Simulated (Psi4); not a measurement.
methane (CH₄), singlet, geometry from GFN2-xTB; Psi4 1.11 with DSD-PBEP86/STO-3G.

Here is a job for Psi4.
```
memory 2 GB

molecule mol {
0 1
  C     0.000000    0.000000    0.000000
  H     0.636597    0.627096    0.610389
  H    -0.628026   -0.606917    0.638995
  H     0.612857   -0.642402   -0.618713
  H    -0.621428    0.622223   -0.630670
}

set basis sto-3g
set reference rks

energy('dsd-pbep86')
print_variables()
```

The log (banner, timings and long lists left out):

```
   => Loading Basis Set <=

    Name: STO-3G
    Role: ORBITAL
    Keyword: BASIS

         ---------------------------------------------------------
                                   SCF
               by Justin Turney, Rob Parrish, Andy Simmonett
                          and Daniel G. A. Smith
                              RKS Reference
         ---------------------------------------------------------

  ==> Geometry <==

    Molecular point group: c1
    Full point group: C1

    Geometry (in Angstrom), charge = 0, multiplicity = 1:

       Center              X                  Y                   Z               Mass
    ------------   -----------------  -----------------  -----------------  -----------------
         C            0.000000000000     0.000000000000    -0.000000062866    12.000000000000
         H            0.636597000000     0.627096000000     0.610388937134     1.007825032230
         H           -0.628026000000    -0.606917000000     0.638994937134     1.007825032230
         H            0.612857000000    -0.642402000000    -0.618713062866     1.007825032230
         H           -0.621428000000     0.622223000000    -0.630670062866     1.007825032230

  Running in c1 symmetry.

  Rotational constants: A =      5.35620  B =      5.35619  C =      5.35619 [cm^-1]
  Rotational constants: A = 160574.68703  B = 160574.61287  C = 160574.60371 [MHz]
  Nuclear repulsion =   13.532672114894732

  Charge       = 0
  Multiplicity = 1
  Electrons    = 10
  Nalpha       = 5
  Nbeta        = 5

  ==> Algorithm <==

  SCF Algorithm Type is DF.
  DIIS enabled.
  MOM disabled.
  Fractional occupation disabled.
  Guess Type is SAD.
  Energy threshold   = 1.00e-06
  Density threshold  = 1.00e-06
  Integral threshold = 1.00e-12

  ==> Primary Basis <==

  Basis Set: STO-3G
    Blend: STO-3G
    Number of shells: 7
    Number of basis functions: 9
    Number of Cartesian functions: 9
    Spherical Harmonics?: true
    Max angular momentum: 1

  ==> DFT Potential <==

   => LibXC <=

    Version 7.1.2
    S. Lehtola, C. Steigemann, M. J. T. Oliveira, and M. A. L. Marques,  SoftwareX 7, 1–5 (2018) (10.1016/j.softx.2017.11.002)

   => Composite Functional: DSD-PBEP86 <=

    DSD-PBEP86 SCS Double Hybrid XC Functional (not dispersion corrected)

    S. Kozuch, J.M.L. Martin, J. Comp. Chem., 34, 2327-2344, 2013

    Deriv               =              1
    GGA                 =           TRUE
    Meta                =          FALSE

[...]
  @DF-RKS Final Energy:   -39.85380532724445
    Total Energy =                        -39.8538053272444515
[...]
	                          DF-MP2
	      2nd-Order Density-Fitted Moller-Plesset Theory

	        Rob Parrish, Justin Turney, Andy Simmonett,
	           Ed Hohenstein, and C. David Sherrill
	 --------------------------------------------------------

   => Auxiliary Basis Set <=

  Basis Set: (STO-3G AUX)
    Blend: DEF2-SVP-RI
    Number of shells: 40
    Number of basis functions: 104
    Number of Cartesian functions: 115
    Spherical Harmonics?: true
    Max angular momentum: 3

	 --------------------------------------------------------
	                 NBF =     9, NAUX =   104
	 --------------------------------------------------------
	   CLASS    FOCC     OCC    AOCC    AVIR     VIR    FVIR
	   PAIRS       0       5       5       4       4       0
	 --------------------------------------------------------

	-----------------------------------------------------------
	 ==================> DF-MP2 Energies <====================
	-----------------------------------------------------------
	 Reference Energy          =     -39.8538053272444515 [Eh]
	 Singles Energy            =      -0.0000000000000000 [Eh]
	 Same-Spin Energy          =      -0.0032936840211963 [Eh]
	 Opposite-Spin Energy      =      -0.0593961624087441 [Eh]
	 Correlation Energy        =      -0.0626898464299404 [Eh]
	 Total Energy              =     -39.9164951736743916 [Eh]
	-----------------------------------------------------------
	 ================> DF-SCS-MP2 Energies <==================
	-----------------------------------------------------------
	 SCS Same-Spin Scale       =       0.3600000000000000 [-]
	 SCS Opposite-Spin Scale   =       0.5100000000000000 [-]
	 SCS Same-Spin Energy      =      -0.0011857262476307 [Eh]
	 SCS Opposite-Spin Energy  =      -0.0302920428284595 [Eh]
	 SCS Correlation Energy    =      -0.0723732895642250 [Eh]
	 SCS Total Energy          =     -39.9261786168086772 [Eh]
	-----------------------------------------------------------

    DSD-PBEP86 Energy Summary
    -------------------------
    DFT Reference Energy                  =   -39.8538053272444515
    Scaled MP2 Correlation                =    -0.0314777690760902
    @Final double-hybrid DFT total energy =   -39.8852830963205420

  Variable Map:
  ----------------------------------------------------------------------------
[...]
  Array Variable Map:
  ----------------------------------------------------------------------------
[...]
[...]
```
